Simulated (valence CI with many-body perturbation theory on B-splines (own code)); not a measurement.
# From CI to CI+MBPT in Sr5+

Calculated by relativistic CI+MBPT: five valence electrons over a frozen Dirac-Fock core [Ar] 3d10, radial functions for each j: 9 s, 9 p, 8 d, 6 f, 3 g, 1 h, with the one-electron correlation potential Σ1 (screened to all orders), the two-electron term Σ2, the three-electron term Σ3, Breit, model QED; selected single and double excitations, second order for the rest, scaled by the run's own slope (own B-spline code, finite nucleus).

Against 19 measured levels this calculation errs by 96 cm⁻¹ on average and by 213 at most. These come from a selection out of Sansonetti, J. Phys. Chem. Ref. Data 41, 013102 (2012). Levels without a partner in it may be off by more. Among the levels kept, up to 1100 cm⁻¹ of a level comes from second order outside the variational space, and about a tenth of that is noise between levels of different J, which matters for small intervals.

Each rung adds one term. CI alone is the Dirac-Coulomb CI over the frozen core; QED comes last and gives the full result, which names the levels. Energies are above 4s²4p³ ⁴S°_3/2 on the same rung, in cm⁻¹.

Names give the largest LS component (configuration and term), which can be under half, so a name can repeat, a term be missing and a line seem to break the LS rules; names also repeat where a configuration has a term twice. Letters in brackets count levels of one name in rising energy.

| Level | CI alone | + Σ1 | + Σ2 | + Σ3 | + Breit | Full |
| --- | --- | --- | --- | --- | --- | --- |
| 4s²4p³ ²D°_3/2 | 20691 | 20771 | 20366 | 20250 | 20273 | 20270 |
| 4s²4p³ ²D°_5/2 | 23959 | 24166 | 23815 | 23712 | 23642 | 23649 |
| 4s²4p³ ²P°_1/2 | 39213 | 39502 | 38963 | 38771 | 38714 | 38718 |
| 4s²4p³ ²P°_3/2 | 43990 | 44488 | 44076 | 43906 | 43704 | 43724 |
| 4s4p⁴ ⁴P_5/2 | 150544 | 151992 | 153212 | 153237 | 153255 | 152971 |
| 4s4p⁴ ⁴P_3/2 | 156762 | 158394 | 159704 | 159736 | 159653 | 159384 |
| 4s4p⁴ ⁴P_1/2 | 159384 | 161070 | 162374 | 162402 | 162291 | 162026 |
| 4s4p⁴ ²D_3/2 | 186626 | 188412 | 188602 | 188551 | 188475 | 188226 |
| 4s4p⁴ ²D_5/2 | 188217 | 190068 | 190311 | 190262 | 190126 | 189880 |
| 4s4p⁴ ²P_3/2 | 214904 | 217027 | 215993 | 215956 | 215786 | 215622 |
| 4s4p⁴ ²S_1/2 [a] | 216307 | 218301 | 217133 | 216986 | 216893 | 216675 |
| 4s4p⁴ ²S_1/2 [b] | 226349 | 228662 | 227872 | 227750 | 227448 | 227270 |
| 4s²4p²4d ⁴F_3/2 | 232578 | 234943 | 235054 | 235080 | 234901 | 234886 |
| 4s²4p²4d ⁴F_5/2 | 235051 | 237490 | 237618 | 237651 | 237409 | 237402 |
| 4s²4p²4d ⁴F_7/2 | 238798 | 241357 | 241525 | 241562 | 241231 | 241235 |
| 4s²4p²4d ²F_5/2 [a] | 241569 | 244065 | 244163 | 244170 | 243909 | 243904 |
| 4s²4p²4d ⁴F_9/2 | 243196 | 245869 | 246062 | 246096 | 245672 | 245686 |
| 4s²4p²4d ⁴D_1/2 | 243962 | 246521 | 246431 | 246453 | 246170 | 246165 |
| 4s²4p²4d ²F_7/2 [a] | 244254 | 246829 | 246908 | 246926 | 246597 | 246598 |
| 4s²4p²4d ⁴D_3/2 | 244618 | 247198 | 247135 | 247160 | 246855 | 246852 |
| 4s²4p²4d ⁴D_5/2 | 247602 | 250273 | 250304 | 250327 | 249946 | 249953 |
| 4s²4p²4d ²F_7/2 [b] | 253989 | 256839 | 256992 | 257011 | 256500 | 256524 |
| 4s²4p²4d ²G_7/2 | 266836 | 269615 | 269383 | 269279 | 268909 | 268916 |
| 4s²4p²4d ²G_9/2 | 268668 | 271521 | 271311 | 271211 | 270773 | 270789 |
| 4s²4p²4d ²P_3/2 [a] | 273255 | 275769 | 271527 | 271353 | 271151 | 271030 |
| 4s²4p²4d ⁴P_5/2 | 276822 | 279607 | 276355 | 276244 | 275942 | 275923 |
| 4s²4p²4d ⁴P_3/2 | 278980 | 281789 | 278792 | 278670 | 278356 | 278340 |
| 4s²4p²4d ²P_1/2 [a] | 279636 | 282415 | 278877 | 278740 | 278428 | 278376 |
| 4s²4p²4d ⁴P_1/2 | 282406 | 285268 | 281566 | 281426 | 281060 | 281012 |
| 4s²4p²4d ²D_3/2 [a] | 282013 | 284850 | 283652 | 283437 | 283124 | 283118 |
| 4s²4p²4d ²D_5/2 [a] | 289535 | 292527 | 290651 | 290455 | 290051 | 290045 |

(1) How does the ionisation energy move along the ladder, and which term matters most?

Results:

(1) CI alone 87.831, + Σ1 88.528, + Σ2 88.364, + Σ3 88.305, + Breit 88.294, + QED 88.296 eV. The largest step is Σ1, 0.696 eV. NIST lists 88 ± 2 eV (theoretical).
